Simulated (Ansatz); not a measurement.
Basis-set extrapolation for `C1N[SiH2]S1` (PBE0-D4/def2-TZVP geometry, frozen core, Ansatz 0.2.0). Multiplicity 1, RHF reference.

|  | def2-TZVPP | def2-QZVPP |
| --- | --- | --- |
| HF | -781.775335 | -781.800305 |
| MP2 correlation | -0.669426 | -0.720289 |
| CCSD(T) correlation | -0.742307 | not run |

Energies in hartree. Use E(X) = E(∞) + A·exp(−7.88·√X) for Hartree–Fock and E(X) = E(∞) + B·X^(−2.97) for correlation, with X = 3 and 4, and add CCSD(T) minus MP2 of the smaller set to the MP2 limit.

Problem. What is the CCSD(T) energy at the basis-set limit?

Solution. HF limit: -781.800305 + (-0.024970) × 0.13774 = -781.80374. MP2 limit: -0.720289 + (-0.050863) × 0.74074 = -0.75797. Higher-order term: -0.742307 − (-0.669426) = -0.07288. Total: -782.63459 hartree, 73.4 kcal/mol below CCSD(T)/def2-TZVPP.
